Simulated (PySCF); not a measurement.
# Electron correlation in Sn³³⁺ (tin, charge +33)

[Ne] 3s2 3p5, 2P determinant. All numbers are calculated (PySCF 2.14, scalar relativity by spin-free X2C-1e, in an even-tempered Gaussian basis (18 s from 5 bohr⁻², ratio 2.5; 12 p from 6.5 bohr⁻², ratio 2.5; 5 d from 30 bohr⁻², ratio 2.7; 4 f from 45 bohr⁻², ratio 2.7)). Frozen: 1s2; 15 electrons correlated; the 21 highest virtual orbitals of each spin left out.

| level | correlation energy (mhartree) |
| --- | --- |
| CCSD | -616.30 |
| (T) | -1.38 |
| CCSD(T) | -617.68 |

Diagnostics: T1 = 0.00067, D1 = 0.0030, largest double amplitude 0.023.

Task: Is a single reference adequate?

Result: Yes, within this model without spin-orbit coupling: T1 lies below 0.03 and no double amplitude reaches 0.07.

At this charge the one-electron X2C treatment keeps the bare 1/r₁₂, with no two-electron picture change or Breit term. The effect here is smaller than on the frozen 1s shell; and a scalar Hamiltonian misses the large spin-orbit splitting of the p shells, which matters for ns² → np² pairs.
